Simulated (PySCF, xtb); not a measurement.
isotetrasilane (H10Si4), SMILES [SiH3][SiH]([SiH3])[SiH3].

Geometry: PBE0-D3(BJ)/def2-SVP.

Computed with PySCF with C-PCM-B3LYP/def2-SVP.

The values are the electrostatic part of the solvation free energy, E(continuum) − E(gas) at the gas-phase geometry, in a cavity of scaled van der Waals radii (PySCF's table); cavitation and dispersion terms are not included. In vacuum the orbital gap is 7.67 eV. The dipole moment in vacuum is 0.16 D.

```json
[
 {"solvent": "water", "ε": "78.36", "ΔG(elec) (kcal/mol)": "-0.4", "dipole (D)": "0.20", "gap (eV)": "7.68"},
 {"solvent": "acetonitrile", "ε": "35.69", "ΔG(elec) (kcal/mol)": "-0.4", "dipole (D)": "0.20", "gap (eV)": "7.68"},
 {"solvent": "benzene", "ε": "2.27", "ΔG(elec) (kcal/mol)": "-0.2", "dipole (D)": "0.18", "gap (eV)": "7.67"}
]
```

For comparison, GFN2-xTB/ALPB(water) (xtb, at the GFN2-xTB geometry, all terms of that model) gives -0.9 kcal/mol.
